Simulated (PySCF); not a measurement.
Compound: GeH6O2Si.
Z-matrix (Å and degrees, PBE0-D3(BJ)/def2-SVP geometry), rows numbered from 1:
```
O 
Si  1  1.6660
O   2  1.6420  1  105.23
Ge  3  1.7868  2  131.15  1     0.05
H   1  0.9599  2  119.69  3  -179.92
H   2  1.4938  1  111.02  3  -119.23
H   2  1.4938  1  111.06  3   119.20
H   4  1.5375  3  109.02  2   -61.45
H   4  1.5356  3  104.66  2   179.42
H   4  1.5375  3  109.09  2    60.36
```

Computed with PBE0-D3(BJ)/def2-SVP geometry optimisation, gas phase (PySCF 2.14.0).

Take the most abundant isotopes and a rigid rotor. The values belong to one conformer with, in the numbering `[OH:1][SiH2:2][O:3][GeH3:4]`, H–O1–Si2–O3 180°, O1–Si2–O3–Ge4 0°.

What are A, B and C (MHz)?

Ia = 56.41, Ib = 297.22, Ic = 341.17 u·Å²; 505379 MHz·u·Å²/I gives A = 8959, B = 1700, C = 1481 MHz.

Classify the top.

A near-prolate asymmetric top: κ = (2 × 1700 − 8959 − 1481)/(8959 − 1481) = -0.94.

What does the inertial defect say?

Not planar: Δ = Ic − Ia − Ib = -12.47 u·Å². For a rigid frame Δ = −2 Σ m c², so Σ m c² = 6.23 u·Å² lies off the ab plane, practically all of it from hydrogen. The atom farthest from that plane is 1.28 Å away.

Give the other two planar moments, Paa and Pbb, and the rms extents of the mass along the axes.

Paa = Σ m a² = (Ib + Ic − Ia)/2 = 290.99 and Pbb = Σ m b² = (Ia + Ic − Ib)/2 = 50.18 u·Å². With the mass M = 139.93 u, the rms extents √(P/M) along a, b and c are 1.44, 0.60, 0.21 Å.

Where do the levels up to J = 5 lie, in MHz?

Above 0(0,0):
J = 1: 1(0,1) 3182, 1(1,1) 10440, 1(1,0) 10659
J = 2: 2(0,2) 9540, 2(1,2) 16584, 2(1,1) 17241, 2(2,1) 39017, 2(2,0) 39022
J = 3: 3(0,3) 19066, 3(1,3) 25798, 3(1,2) 27112, 3(2,2) 48562, 3(2,1) 48586, 3(3,1) 85405, 3(3,0) 85405
J = 4: 4(0,4) 31744, 4(1,4) 38077, 4(1,3) 40266, 4(2,3) 61285, 4(2,2) 61358, 4(3,2) 98141, 4(3,1) 98142, 4(4,1) 149708, 4(4,0) 149708
J = 5: 5(0,5) 47555, 5(1,5) 53417, 5(1,4) 56700, 5(2,4) 77182, 5(2,3) 77352, 5(3,3) 114065, 5(3,2) 114067, 5(4,2) 165627, 5(4,1) 165627, 5(5,1) 231929, 5(5,0) 231929

Which types of transition are allowed, and where do some lines up to J = 2 fall?

The dipole components are |μa| = 0.73 D, |μb| = 1.30 D, |μc| = 0.00 D; the mirror of this Cs structure is the ab plane, so μc vanishes by symmetry and there are no c-type lines. The squared components, which scale the intensities, stand as 0.32 : 1.00 (a : b). Some lines, for components of 0.1 D or more:

```csv
type,branch,"J(Ka,Kc)",MHz,lower level (cm⁻¹)
a,Q,"2(1,1) ← 2(1,2)",657,0.553
a,R,"1(0,1) ← 0(0,0)",3182,0.000
a,R,"2(1,2) ← 1(1,1)",6144,0.348
a,R,"2(0,2) ← 1(0,1)",6358,0.106
a,R,"2(1,1) ← 1(1,0)",6582,0.356
b,Q,"1(1,0) ← 1(0,1)",7477,0.106
b,Q,"2(1,1) ← 2(0,2)",7701,0.318
b,R,"1(1,1) ← 0(0,0)",10440,0.000
b,R,"2(1,2) ← 1(0,1)",13403,0.106
b,Q,"2(2,0) ← 2(1,1)",21780,0.575
b,R,"2(2,1) ← 1(1,0)",28358,0.356
b,R,"2(2,0) ← 1(1,1)",28582,0.348
```

PBE0-D3(BJ)/def2-SVP frequencies: not computed here. Constants of a rigid frame at the computed geometry: no zero-point averaging, no centrifugal distortion. A rigid rotor knows nothing of internal rotation, which can split or shift real lines.

Time: 39 s; peak memory 0.45 GiB. Hardware: Arm Neoverse N1, one thread, shared host with 64 logical CPUs at a one-minute load of 58. That covers the optimisation of the geometry.
